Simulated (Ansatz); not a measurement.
A nudged elastic band was laid between two geometries of GeH4O (6 atoms, charge 0, multiplicity 1).

All numbers below come from RKS PBE0-D4/def2-mTZVP in Ansatz 0.2.0.

| Property | Result |
| --- | --- |
| movable images | 7 |
| climbing image | yes |
| spring | 50.0 eV/Å² |
| optimiser | quadratic models (default) |
| start path | through a guess of the saddle point |
| force threshold | 0.05 eV/Å |
| iteration limit | 60 |
| end points | relaxed |

Initial state:

```xyz
6
Properties=species:S:1:pos:R:3
Ge 0.317 -0.018 0.052
O 0.660 -0.113 1.803
H -0.138 -0.174 2.339
H 1.702 0.054 -0.599
H -0.515 1.242 -0.261
H -0.453 -1.273 -0.408
```

Final state:

```xyz
6
Properties=species:S:1:pos:R:3
Ge 0.036 0.293 -0.788
O 1.058 0.160 1.201
H 0.417 -0.270 1.783
H 1.787 -0.467 1.110
H -1.085 1.114 0.001
H -0.639 -1.110 -0.380
```

Problem. Which bonds break or form, and what moves?

Solution. Bonds broken: Ge1–H4. Bonds formed: O2–H4.

Problem. Give the energies along the band, and the barrier.

Solution. The run converged. The highest image is number 5 of 0 to 8, 252.9 kJ/mol above the first end and 133.7 kJ/mol above the last; the last end lies 119.1 kJ/mol above the first. Beside the main top the profile has a ripple of under 15 meV (maxima at images 1, 5), which may be a very shallow well or noise. Neighbouring images differ by up to 1.3 eV, so the band resolves the path poorly. Another band between the same ends (7 images) ends at a top of the same energy, where a vibrational analysis finds 1 clearly imaginary mode. The orbitals stay closed-shell, which can raise the energy where a bond breaks towards radicals; this wasn't checked here.

```
image  path coordinate (Å)  energy (kJ/mol)  Ge1–H4 (Å)  O2–H4 (Å)
    0                 0.00              0.0        1.53       2.62
    1                 0.50              1.4        1.54       2.67
    2                 1.00              0.5        1.54       2.74
    3                 1.49             17.9        1.53       2.45
    4                 1.99            130.8        1.53       1.93
    5                 2.49            252.9        1.64       1.38
    6                 3.07            142.6        2.18       0.98
    7                 3.65            120.0        2.67       0.96
    8                 4.23            119.1        2.69       0.97
```

Problem. What is the geometry of the highest image?

Solution. 
```xyz
6
Properties=species:S:1:pos:R:3:forces:R:3
Ge 0.168 0.041 -0.347 0.01 0.00 0.00
O 0.737 0.197 1.594 0.01 0.02 0.02
H 0.653 -0.661 2.033 0.00 -0.01 -0.01
H 1.565 -0.007 0.509 -0.03 -0.01 -0.01
H -0.720 1.299 -0.525 0.00 0.00 0.00
H -0.830 -1.151 -0.338 0.00 0.00 0.00
```

The run took 2.8 min on 1 thread of Intel(R) Xeon(R) CPU @ 2.60GHz (Ice Lake), on a shared host, peak memory 0.15 GiB.
